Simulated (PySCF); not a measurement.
## C$_{5}$H$_{6}$S$_{2}$: calculation and literature

Atom-mapped SMILES (the numbers label the heavy atoms): `[CH3:1][S:2][c:3]1[cH:4][cH:5][s:6][cH:7]1` (H(Xn): hydrogen on atom n).

Published estimates (parent shift plus substituent increments) and measurements: δ 1H H(C5) 7.17; H(C7) 6.87; H(C4) 6.86 ppm (estimated from measurements, as parent shift plus tabulated substituent increment; solution, not stated per compound (mostly CDCl3 or CCl4); Pretsch, Buehlmann, Badertscher, Structure Determination of Organic Compounds, 4th ed. (2009)).

[PySCF 2.14.0 with density-fitted response routines: shielding tensors at HF/pcSseg-2 (GIAO); PBE0-D3(BJ)/def2-SVP structure; one averaged value for each set of equivalent atoms; a single conformation; relativity neglected; no solvent]

Problem. How close does the calculation come?

Solution. 
Reference values: estimated from measurements, as parent shift plus tabulated substituent increment (solution, not stated per compound (mostly CDCl3 or CCl4); Pretsch, Buehlmann, Badertscher, Structure Determination of Organic Compounds, 4th ed. (2009)).
```tsv
atoms	quantity	reference	computed
H(C5)	δ 1H	7.17	7.61
H(C7)	δ 1H	6.87	6.71
H(C4)	δ 1H	6.86	7.09
```

Computed shifts are σ(ref) − σ with the named reference compound (TMS for H and C) calculated as an isolated molecule at the same level.

Problem. How far are the unscaled 1H shifts from the references?

Solution. Mean signed difference +0.17 ppm, mean absolute 0.28 ppm over 3 comparisons; the largest is +0.44 ppm at H(C5) (hydrogen on an aromatic CH next to the ring sulfur).
